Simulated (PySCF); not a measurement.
Compound: C10H7F.
SMILES with atom numbers: `[F:1]/[CH:2]=[C:3]1/[CH:4]=[CH:5][c:6]2[cH:7][cH:8][cH:9][cH:10][c:11]21` (hydrogens: H12 on C2; H13 on C4; H14 on C5; H15 on C7; H16 on C8; H17 on C9; H18 on C10)

Method used: PBE0-D3(BJ)/def2-SVP geometry optimisation, gas phase in PySCF 2.14.0.

Entries marked ? are missing.

```csv
coordinate,value
F1–C2,?
C2=C3,1.342 Å
C3–C4,1.465 Å
C4=C5,1.356 Å
C5–C6,?
C6–C7,?
C7–C8,1.397 Å
C8–C9,1.397 Å
C9–C10,1.398 Å
C10–C11,1.390 Å
C3–C11,?
C6–C11,1.417 Å
C2–H12,1.094 Å
C4–H13,1.090 Å
C5–H14,1.091 Å
C7–H15,1.093 Å
C8–H16,1.093 Å
C9–H17,1.092 Å
C10–H18,1.091 Å
F1–C2–C3,122.5°
C2–C3–C4,?
C2–C3–C11,128.6°
C4–C3–C11,106.6°
C3–C4–C5,109.1°
C4–C5–C6,?
C5–C6–C7,131.7°
C5–C6–C11,108.1°
C7–C6–C11,?
C6–C7–C8,118.7°
C7–C8–C9,120.9°
C8–C9–C10,120.9°
C9–C10–C11,118.5°
C3–C11–C10,132.2°
C3–C11–C6,106.9°
C6–C11–C10,120.8°
```

Task: Fill in the missing values.

Result: 
- F1–C2 = 1.324 Å, drawn single (vinyl fluorine to vinylic C–F carbon); 0.02 Å above the sum of covalent radii, 1.30 Å.
- C5–C6 = 1.462 Å, drawn single (alkene CH carbon to substituted aromatic carbon); equal to the sum of covalent radii, 1.46 Å.
- C6–C7 = 1.392 Å, aromatic (substituted aromatic carbon to aromatic CH carbon); 0.07 Å below the sum of covalent radii, 1.46 Å.
- C3–C11 = 1.469 Å, drawn single (fully substituted alkene carbon to substituted aromatic carbon); 0.01 Å above the sum of covalent radii, 1.46 Å.
- C2–C3–C4 = 124.8°, at the fully substituted alkene carbon; the outer atoms are 2.489 Å apart.
- C4–C5–C6 = 109.3°, at the alkene CH carbon, inside a 5-membered ring; the outer atoms are 2.300 Å apart.
- C7–C6–C11 = 120.2°, at the substituted aromatic carbon, inside a 6-membered ring; the outer atoms are 2.436 Å apart.

Radii are Cordero's, carbon taken as 0.76, 0.73 or 0.69 Å for four, three, and two or fewer neighbours.

No frequency check.

Hardware: one thread, Arm Neoverse N1 (aarch64) (shared host). Cost: 7.0 min wall, 0.86 GiB resident at most. These figures are those of the optimisation.
